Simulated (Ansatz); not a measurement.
A trace of molecular dynamics of C$_{2}$H$_{5}$AlSe (9 atoms, charge 0, multiplicity 1).

Theory: Ansatz, RKS BLYP-D4/def2-SVP.

| Item | Value |
| --- | --- |
| ensemble | NVE (velocity Verlet) |
| starting velocities drawn for | 100 K |
| seed | 10653 |

```json
{"time (fs)": "0.0", "T (K)": "100", "potential energy less start (eV)": "0.000", "conserved less start (meV/atom)": "0.00"}
{"time (fs)": "4.0", "T (K)": "69", "potential energy less start (eV)": "0.028", "conserved less start (meV/atom)": "0.03"}
{"time (fs)": "8.0", "T (K)": "56", "potential energy less start (eV)": "0.040", "conserved less start (meV/atom)": "0.03"}
{"time (fs)": "12.0", "T (K)": "68", "potential energy less start (eV)": "0.030", "conserved less start (meV/atom)": "0.03"}
{"time (fs)": "16.0", "T (K)": "193", "potential energy less start (eV)": "-0.083", "conserved less start (meV/atom)": "0.03"}
{"time (fs)": "20.0", "T (K)": "553", "potential energy less start (eV)": "-0.409", "conserved less start (meV/atom)": "0.06"}
{"time (fs)": "24.0", "T (K)": "1235", "potential energy less start (eV)": "-1.027", "conserved less start (meV/atom)": "-0.02"}
{"time (fs)": "28.0", "T (K)": "1794", "potential energy less start (eV)": "-1.534", "conserved less start (meV/atom)": "-0.10"}
{"time (fs)": "32.0", "T (K)": "1817", "potential energy less start (eV)": "-1.554", "conserved less start (meV/atom)": "-0.08"}
{"time (fs)": "36.0", "T (K)": "1498", "potential energy less start (eV)": "-1.266", "conserved less start (meV/atom)": "-0.04"}
{"time (fs)": "40.0", "T (K)": "1154", "potential energy less start (eV)": "-0.953", "conserved less start (meV/atom)": "-0.01"}
{"time (fs)": "44.0", "T (K)": "1034", "potential energy less start (eV)": "-0.845", "conserved less start (meV/atom)": "-0.02"}
{"time (fs)": "48.0", "T (K)": "1221", "potential energy less start (eV)": "-1.015", "conserved less start (meV/atom)": "-0.02"}
{"time (fs)": "52.0", "T (K)": "1406", "potential energy less start (eV)": "-1.182", "conserved less start (meV/atom)": "-0.10"}
{"time (fs)": "56.0", "T (K)": "1139", "potential energy less start (eV)": "-0.940", "conserved less start (meV/atom)": "0.00"}
{"time (fs)": "60.0", "T (K)": "1128", "potential energy less start (eV)": "-0.930", "conserved less start (meV/atom)": "-0.03"}
{"time (fs)": "64.0", "T (K)": "1218", "potential energy less start (eV)": "-1.012", "conserved less start (meV/atom)": "-0.01"}
{"time (fs)": "68.0", "T (K)": "1473", "potential energy less start (eV)": "-1.243", "conserved less start (meV/atom)": "-0.04"}
{"time (fs)": "72.0", "T (K)": "1566", "potential energy less start (eV)": "-1.327", "conserved less start (meV/atom)": "-0.09"}
{"time (fs)": "76.0", "T (K)": "1288", "potential energy less start (eV)": "-1.075", "conserved less start (meV/atom)": "-0.01"}
{"time (fs)": "80.0", "T (K)": "1197", "potential energy less start (eV)": "-0.993", "conserved less start (meV/atom)": "-0.07"}
{"time (fs)": "84.0", "T (K)": "931", "potential energy less start (eV)": "-0.752", "conserved less start (meV/atom)": "0.00"}
{"time (fs)": "88.0", "T (K)": "1142", "potential energy less start (eV)": "-0.943", "conserved less start (meV/atom)": "-0.03"}
{"time (fs)": "92.0", "T (K)": "1587", "potential energy less start (eV)": "-1.347", "conserved less start (meV/atom)": "-0.10"}
{"time (fs)": "96.0", "T (K)": "1540", "potential energy less start (eV)": "-1.303", "conserved less start (meV/atom)": "-0.02"}
{"time (fs)": "100.0", "T (K)": "1584", "potential energy less start (eV)": "-1.344", "conserved less start (meV/atom)": "-0.10"}
```

Question: Is this trajectory sound?

Answer: The conserved energy stayed within 0.13 meV per atom of its start (net change -0.1 meV per atom), so the integration is sound. The system heated up, since it started high on the potential surface and ran downhill. A run of 0.1 ps of so small a system gives no equilibrium averages. The orbitals stay closed-shell, which can raise the energy where a bond breaks towards radicals; this wasn't checked here. The time step was 0.5 fs.

Run time: 4.7 min on 2 threads of Intel(R) Xeon(R) Platinum 8375C CPU @ 2.90GHz (Ice Lake), on a shared host, peak memory 0.16 GiB.
